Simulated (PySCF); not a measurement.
## Bonding in `CC(=O)c1ccnnc1C`

Species: C7H8N2O.
Atom-mapped SMILES: `[CH3:1][C:2](=[O:3])[c:4]1[cH:5][cH:6][n:7][n:8][c:9]1[CH3:10]` (hydrogens: H11, H12, H13 on C1; H14 on C5; H15 on C6; H16, H17, H18 on C10)

Geometry (GFN2-xTB, Å), atoms numbered from 1 in this order:
```
atom  x, y, z in Å
C1     2.485    0.240    0.232
C2     1.296   -0.589   -0.188
O3     1.394   -1.753   -0.494
C4    -0.011    0.130   -0.188
C5    -0.105    1.482   -0.484
C6    -1.372    2.059   -0.476
N7    -2.462    1.367   -0.211
N8    -2.382    0.107    0.081
C9    -1.225   -0.535    0.107
C10   -1.292   -1.980    0.461
H11    2.243    0.863    1.089
H12    3.317   -0.418    0.468
H13    2.781    0.885   -0.594
H14    0.763    2.069   -0.740
H15   -1.523    3.105   -0.698
H16   -0.585   -2.222    1.251
H17   -1.027   -2.582   -0.407
H18   -2.303   -2.222    0.776
```

Bond orders from the PBE0/pcSseg-1 density (PySCF). The structure is a single GFN2-xTB conformer in the gas phase; no vibrational or solvent corrections.

Q: Where do the orders between heavy atoms depart from those drawn in the SMILES?

A: The largest departure is 0.288, at C9–C4 (drawn aromatic, 1.212), counting aromatic bonds as 1.5. The bonds drawn aromatic range from 1.21 to 1.51.

Q: Set the Mayer orders of the bonds between heavy atoms beside their lengths.

A: 
| bond | drawn as | length (Å) | Mayer order |
| --- | --- | --- | --- |
| C1–C2 | single | 1.509 | 1.034 |
| C2–O3 | double | 1.207 | 2.018 |
| C2–C4 | single | 1.491 | 0.927 |
| C4–C5 | aromatic | 1.387 | 1.440 |
| C5–C6 | aromatic | 1.392 | 1.336 |
| C6–N7 | aromatic | 1.318 | 1.515 |
| N7–N8 | aromatic | 1.295 | 1.320 |
| N8–C9 | aromatic | 1.324 | 1.499 |
| C9–C10 | single | 1.489 | 1.082 |
| C9–C4 | aromatic | 1.415 | 1.212 |

By pair of heavy elements: C–C: lowest C2–C4 (0.927, 1.491 Å), highest C4–C5 (1.440, 1.387 Å); in 1 of the 15 pairs the longer bond (by over 0.003 Å) has the higher order (by 0.02 or more). C–N: all 2 within 0.02 of one another (1.499 to 1.515).

Q: And the bonds to hydrogen?

A: C–H: 0.93 to 0.98 (8 bonds).

Q: Sum the orders of all bonds at each heavy atom with more than one neighbour and set the sums beside the valence in the SMILES.

A: C1 3.860 (drawn 4), C2 3.979 (drawn 4), C4 3.579 (drawn 4), C5 3.753 (drawn 4), C6 3.819 (drawn 4), N7 2.835 (drawn 3), N8 2.819 (drawn 3), C9 3.793 (drawn 4), C10 3.897 (drawn 4). Orders between atoms that aren't bonded are not in these sums.

For a closed shell the Mayer order of atoms A and B is Σ (PS)μν (PS)νμ over the basis functions μ on A and ν on B, with P the density and S the overlap matrix.
